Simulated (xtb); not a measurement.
thallium atom (Tl), doublet (GFN-xTB shapes and energies of metal compounds can be far from the true ones); GFN0-xTB (xtb).

Here is a job for xtb.
```
$ xtb coord --gfn 0 --uhf 1 --json

# file coord
$coord
      0.0000000000       0.0000000000       0.0000000000  tl
$end
```

It wrote (shortened):

```
   ID    Z sym.   atoms
    1   81 tl     1

           -------------------------------------------------
          |                Calculation Setup                |
           -------------------------------------------------

           -------------------------------------------------
          |                 G F N 0 - x T B                 |
           -------------------------------------------------

          ...................................................
          :                      SETUP                      :
          :.................................................:
          :  # basis functions                   4          :
          :  # atomic orbitals                   4          :
          :  # shells                            2          :
          :  # electrons                         3          :
          :  electronic temp.          300.0000000     K    :
          :  accuracy                    1.0000000          :
          :  -> integral cutoff          0.2500000E+02      :
          :  -> integral neglect         0.1000000E-07      :
          ...................................................

         :::::::::::::::::::::::::::::::::::::::::::::::::::::
         ::                     SUMMARY                     ::
         :::::::::::::::::::::::::::::::::::::::::::::::::::::
         :: total energy              -1.667131653180 Eh    ::
         :: gradient norm              0.000000000000 Eh/a0 ::
         :: HOMO-LUMO gap              0.000000000000 eV    ::
         ::.................................................::
         :: H0 energy                 -1.667131653180 Eh    ::
         :: repulsion energy           0.000000000000 Eh    ::
         :: electrostat energy         0.000000000000 Eh    ::
         :: -> Gsolv                   0.000000000000 Eh    ::
         ::    -> Gsasa                0.000000000000 Eh    ::
         ::    -> Gshift               0.000000000000 Eh    ::
         :: dispersion energy          0.000000000000 Eh    ::
         :: short-range corr.          0.000000000000 Eh    ::
         :: add. restraining           0.000000000000 Eh    ::
         :: total charge               0.000000000000 e     ::
         :::::::::::::::::::::::::::::::::::::::::::::::::::::

           -------------------------------------------------
          |                Property Printout                |
           -------------------------------------------------

    * Orbital Energies and Occupations

         #    Occupation            Energy/Eh            Energy/eV
      -------------------------------------------------------------
         1        2.0000           -0.7410136             -20.1640
         2        0.3333           -0.1832903              -4.9876 (HOMO)
         3        0.3333           -0.1832903              -4.9876 (LUMO)
         4        0.3333           -0.1832903              -4.9876
      -------------------------------------------------------------
                  HL-Gap            0.0000000 Eh            0.0000 eV
             Fermi-level            0.0000000 Eh            0.0000 eV

     #   Z          covCN         q      C6AA      α(0)
     1  81 tl       0.000     0.000   812.203    75.454

 Mol. C6AA /au·bohr⁶  :        812.203187
 Mol. C8AA /au·bohr⁸  :     148159.993673
 Mol. α(0) /au        :         75.453977

Wiberg/Mayer (AO) data.
largest (>0.10) Wiberg bond orders for each atom

 ---------------------------------------------------------------------------
     #   Z sym  total        # sym  WBO       # sym  WBO       # sym  WBO
 ---------------------------------------------------------------------------
     1  81 tl   0.000
 ---------------------------------------------------------------------------

 dipole moment from electron density (au)
     X       Y       Z
   0.0000   0.0000   0.0000  total (Debye):    0.000

           -------------------------------------------------
          | TOTAL ENERGY               -1.667131653180 Eh   |
          | GRADIENT NORM               0.000000000000 Eh/α |
          | HOMO-LUMO GAP               0.000000000000 eV   |
           -------------------------------------------------

normal termination of xtb
```
